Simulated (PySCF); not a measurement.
H4GeSe (SMILES [GeH3][SeH]), singlet, geometry from GFN2-xTB, atoms displaced at random by about 0.03 Å a coordinate; PBE/6-31G, gradient in PySCF.

The PySCF input:
```python
from pyscf import gto, scf, dft

mol = gto.M(
    atom='''
Ge   -1.113760    0.389461    0.143104
Se    1.102087   -0.394872   -0.057121
H    -1.295938    1.580937   -0.759325
H    -2.035638   -0.720691   -0.327524
H    -1.314581    0.692377    1.540193
H     1.716569    0.805455    0.349424
''',
    basis='6-31g',
    charge=0,
    spin=0,
    verbose=4,
)

mf = dft.RKS(mol)
mf.xc = 'pbe'
mf.grids.level = 0
mf.kernel()
g = mf.nuc_grad_method()
g.grid_response = False
grad = g.kernel()
```

It wrote (shortened):

```
PySCF version 2.14.0

[INPUT] verbose = 4
[INPUT] num. atoms = 6
[INPUT] num. electrons = 70
[INPUT] charge = 0
[INPUT] spin (= nelec alpha-beta = 2S) = 0
[INPUT] symmetry False subgroup None
[INPUT] Mole.unit = angstrom
[INPUT] Symbol           X                Y                Z      unit          X                Y                Z       unit  Magmom
[INPUT]  1 Ge    -1.113760000000   0.389461000000   0.143104000000 AA   -2.104701368496   0.735974626199   0.270427367330 Bohr   0.0
[INPUT]  2 Se     1.102087000000  -0.394872000000  -0.057121000000 AA    2.082642595444  -0.746199934259  -0.107943045961 Bohr   0.0
[INPUT]  3 H     -1.295938000000   1.580937000000  -0.759325000000 AA   -2.448967894417   2.987537950192  -1.434916289535 Bohr   0.0
[INPUT]  4 H     -2.035638000000  -0.720691000000  -0.327524000000 AA   -3.846798308757  -1.361908610439  -0.618930659222 Bohr   0.0
[INPUT]  5 H     -1.314581000000   0.692377000000   1.540193000000 AA   -2.484198058557   1.308402904948   2.910542948972 Bohr   0.0
[INPUT]  6 H      1.716569000000   0.805455000000   0.349424000000 AA    3.243845283919   1.522089355662   0.660315661350 Bohr   0.0

nuclear repulsion = 315.109836779781
number of shells = 30
number of NR pGTOs = 196
number of NR cGTOs = 62
basis = 6-31g
ecp = {}

******** <class 'pyscf.dft.rks.RKS'> ********
method = RKS
initial guess = minao
damping factor = 0
level_shift factor = 0
DIIS = <class 'pyscf.scf.diis.CDIIS'>
diis_start_cycle = 1
diis_space = 8
diis_damp = 0
SCF conv_tol = 1e-09
SCF conv_tol_grad = None
SCF max_cycles = 50
direct_scf = True
direct_scf_tol = 1e-13
XC library pyscf.dft.libxc version 7.1.2
    S. Lehtola, C. Steigemann, M. J. T. Oliveira, and M. A. L. Marques,  SoftwareX 7, 1–5 (2018)
XC functionals = pbe
    J. P. Perdew, K. Burke, and M. Ernzerhof,  Phys. Rev. Lett. 77, 3865 (1996)
    J. P. Perdew, K. Burke, and M. Ernzerhof,  Phys. Rev. Lett. 78, 1396 (1997)
    J. P. Perdew, K. Burke, and M. Ernzerhof,  Phys. Rev. Lett. 77, 3865 (1996)
    J. P. Perdew, K. Burke, and M. Ernzerhof,  Phys. Rev. Lett. 78, 1396 (1997)
radial grids:
    Treutler-Ahlrichs [JCP 102, 346 (1995); DOI:10.1063/1.469408] (M4) radial grids

becke partition: Becke, JCP 88, 2547 (1988); DOI:10.1063/1.454033
pruning grids: <function nwchem_prune>
grids dens level: 0
symmetrized grids: False
atomic radii adjust function: <function treutler_atomic_radii_adjust>
small_rho_cutoff = 0
Set gradient conv threshold to 3.16228e-05
Initial guess from minao.
tot grids = 7376
init E= -4478.10800636913
  HOMO = -0.273769574918414  LUMO = -0.0683325520159879  gap/eV = 5.59023
cycle= 1 E= -4479.50337405487  delta_E= -1.4  |g|= 0.285  |ddm|= 2.35
  HOMO = -0.155810989587218  LUMO = -0.0270308883741674  gap/eV = 3.50429
cycle= 2 E= -4479.47525160748  delta_E= 0.0281  |g|= 0.427  |ddm|= 1.26
  HOMO = -0.205777990416284  LUMO = -0.0383741953715351  gap/eV = 4.55529
cycle= 3 E= -4479.52705491675  delta_E= -0.0518  |g|= 0.0267  |ddm|=  0.8
  HOMO = -0.204949843767737  LUMO = -0.0406531218146533  gap/eV = 4.47074
cycle= 4 E= -4479.52728833985  delta_E= -0.000233  |g|= 0.0101  |ddm|= 0.0702
  HOMO = -0.205350872866592  LUMO = -0.0404205722446842  gap/eV = 4.48798
cycle= 5 E= -4479.52731070539  delta_E= -2.24e-05  |g|= 0.00166  |ddm|= 0.0149
  HOMO = -0.205600922687968  LUMO = -0.0404856932285509  gap/eV = 4.49301
cycle= 6 E= -4479.52731162045  delta_E= -9.15e-07  |g|= 0.000368  |ddm|= 0.00385
  HOMO = -0.205521923519727  LUMO = -0.0404487278632035  gap/eV = 4.49187
cycle= 7 E= -4479.52731167465  delta_E= -5.42e-08  |g|= 5.66e-05  |ddm|= 0.000896
  HOMO = -0.205518246769972  LUMO = -0.0404411087364323  gap/eV = 4.49198
cycle= 8 E= -4479.52731167614  delta_E= -1.49e-09  |g|= 1.06e-05  |ddm|= 0.000156
  HOMO = -0.205518985296565  LUMO = -0.0404424725348069  gap/eV = 4.49196
cycle= 9 E= -4479.52731167619  delta_E= -5.73e-11  |g|= 1.04e-06  |ddm|= 2.77e-05
  HOMO = -0.205518802210797  LUMO = -0.0404424228703704  gap/eV = 4.49196
Extra cycle  E= -4479.52731167619  delta_E=    0  |g|= 1.18e-06  |ddm|= 4.16e-06
converged SCF energy = -4479.52731167619

******** <class 'pyscf.grad.rks.Gradients'> for <class 'pyscf.dft.rks.RKS'> ********
unit = Eh/Bohr
grid_response = False
--------------- RKS gradients ---------------
         x                y                z
0 Ge     0.0021075951     0.0060029877     0.0241127326
1 Se     0.0003255706     0.0445461262     0.0157129258
2 H     0.0030599824    -0.0128443128     0.0068766010
3 H     0.0034963469     0.0075285791     0.0021600167
4 H     0.0091232095    -0.0105621435    -0.0373343027
5 H    -0.0179253143    -0.0376040502    -0.0125701141
----------------------------------------------
```
